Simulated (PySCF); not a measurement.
**Towards the basis-set limit for BaS**

State: ¹Σ⁺, singlet, closed shell. De refers to Ba + S. RHF-based CCSD(T) in PySCF 2.14 with Ba cc-pwCVDZ-X2C, S aug-cc-pVDZ-DK and Ba cc-pwCVTZ-X2C, S aug-cc-pVTZ-DK (frozen core orbitals: 28; spin-free X2C with a Gaussian nucleus). Correlation energies are extrapolated as n⁻³ (n = 2, 3), Hartree–Fock as (n+1)·exp(−9√n). CV is the change on freezing 24 orbitals instead, in Ba cc-pwCVTZ-X2C, S cc-pCVTZ-DK.

```
         Level  Re (Å)  ωe (cm⁻¹)  ωexe (cm⁻¹)  αe (cm⁻¹)  De (eV)
    CCSD(T)/DZ  2.6259      342.3         1.04   0.000337    3.253
    CCSD(T)/TZ  2.5517      366.6        0.881   0.000313    3.982
        HF/CBS  2.5529      383.1        0.704   0.000261    2.327
       MP2/CBS  2.5182      383.4        0.839   0.000304    4.500
      CCSD/CBS  2.5252      384.3        0.759   0.000285    3.987
   CCSD(T)/CBS  2.5348      374.0        0.848   0.000307    4.248
CCSD(T)/CBS+CV  2.5324      374.5        0.848   0.000307    4.261
```

Problem. How much is left between CCSD(T)/TZ and the basis-set limit, and how much do the triples give at the limit?

Solution. CCSD(T)/CBS less CCSD(T)/TZ: -16.9 mÅ in Re, +7.4 cm⁻¹ in ωe and +0.266 eV in De. CCSD(T)/CBS less CCSD/CBS: +9.6 mÅ in Re, -10.3 cm⁻¹ in ωe and +0.261 eV in De.

Problem. What do the later terms add?

Solution. CV: -2.4 mÅ in Re, +0.5 cm⁻¹ in ωe and +0.013 eV in De, each against the row above.

Measured (Huber and Herzberg, Constants of Diatomic Molecules (1979)): Re = 2.5074 Å, ωe = 379.42 cm⁻¹, ωexe = 0.8842 cm⁻¹. The last row is off by 25.0 mÅ and -5.0 cm⁻¹.

The T1 diagnostic is 0.026, large enough to doubt a single reference. The open-shell atoms are computed with UHF. Spin–orbit coupling, excitations beyond (T) and corrections to the Born–Oppenheimer picture are left out, and spin–orbit coupling matters for open p, d or f shells this heavy.

The whole job (state search and all basis sets along the bond) took about 17 min on 4 threads of Arm Neoverse V2 (shared host), peak memory 8.2 GiB.
